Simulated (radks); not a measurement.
Task: Neutral strontium, configuration [Kr] 5p2 (not the ground configuration). Method: Dirac Kohn-Sham, PBE, spin-unpolarised, spherical densities, finite nucleus; open shells fill j = l - 1/2 first; Fermi nuclear charge, rms radius 4.224 fm; computed with a radial shooting solver on a logarithmic mesh with Libxc functionals. Some entries of the table are withheld. Estimate them.

orbital  occ.  eigenvalue (hartree)  <r^2> (bohr^2)
1s1/2       2             -585.5313        0.002067
2s1/2       2             -79.35185         0.03501
2p1/2       2             -72.22216             (1)
2p3/2       4             -69.70823             (2)
3s1/2       2             -12.35199          0.2779
3p1/2       2              -9.76285          0.2821
3p3/2       4              -9.37744          0.2940
3d3/2       4              -4.83417          0.3002
3d5/2       6              -4.76691          0.3046
4s1/2       2              -1.59240           2.086
4p1/2       2                   (3)           2.716
4p3/2       4                   (4)           2.833
5p1/2       2              -0.08386           33.35
5p3/2       0              -0.08114           34.44

Result: 
(1) 2p1/2 <r^2> (bohr^2): 0.02669
(2) 2p3/2 <r^2> (bohr^2): 0.02810
(3) 4p1/2 eigenvalue (hartree): -0.95550
(4) 4p3/2 eigenvalue (hartree): -0.91250
